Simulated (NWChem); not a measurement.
Molecule: MoNHOF2; SMILES [Mo](=[O])([F])(=[NH])[F]

def2 effective core potentials on Mo; no spin-orbit coupling.

Task: Give the equilibrium geometry at PBE0/def2-SVP with def2 effective core potentials on Mo (NWChem) as a Z-matrix, with the point group.

Result: point group Cs; any orientation.
```
Mo
O 1 1.6633
N 1 1.7113 2 107.35
H 3 1.0199 1 147.74 2 0.00
F 1 1.8470 2 110.17 3 -117.38
F 1 1.8470 2 110.17 3 117.38
```
